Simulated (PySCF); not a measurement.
**Ne²⁺ (neon, charge +2): UHF calculation**

Configuration: [He] 2s1 2p4 3d1, one real determinant (an excited configuration). Calculation: PySCF 2.14, in aug-cc-pVQZ; the non-relativistic Hamiltonian (point nucleus).

* Total energy: -123.722023 hartree
* One-electron energy: -160.1949 hartree
* Hartree (Coulomb) energy: 47.2029 hartree
* Exchange energy: -10.7300 hartree
* Kinetic energy: 124.14700 hartree
* ⟨S²⟩: 6.0014
* ⟨L²⟩: 8.004
* Sum of ⟨r⟩: 6.445 bohr
* Sum of ⟨r²⟩: 9.472 bohr²
* Traceless quadrupole moment −½Σ⟨3z² − r²⟩ along its main axis: 1.36 e·bohr²
* Density at the nucleus (Gaussians lack the cusp): 598 bohr⁻³
* Spin density at the nucleus: 20.4 bohr⁻³
* Langevin diamagnetic susceptibility: -7.50 ×10⁻⁶ cm³/mol

```csv
shell,electrons,mean orbital energy (eV),spread (eV),"rms radius, mean of both spins (bohr)"
1s α,1,-964.16,0,0.183
1s β,1,-956.67,0,0.183
2s α,1,-113.73,0,0.857
2p α,3,-85.055,3.816,0.850
2p β,1,-72.121,0,0.850
3d α,1,-12.324,0,2.40
```

⟨L²⟩ = 8.00 against 12 for a pure F term, so this real determinant mixes terms. The outer electron is Rydberg-like, and this basis confines it to a smaller radius and binds it less than a complete one would.

Spin-orbit constants ζ (cm⁻¹) from the X2C one-electron operator on these orbitals (non-relativistic here): bare nucleus, nucleus screened by l(l+1)(2l+1)/3 electrons, and screened by the Breit-Pauli mean field of the electrons.

```csv
shell,bare,screened nucleus,mean field
2p,921.9,737.5,662.9
3d,12.42,3.727,3.343
```

To first order the Landé constant is A = -54.69 cm⁻¹, so the lowest level has J = 5 and lies 0.0407 eV below the centre of the term. This holds in LS coupling only.
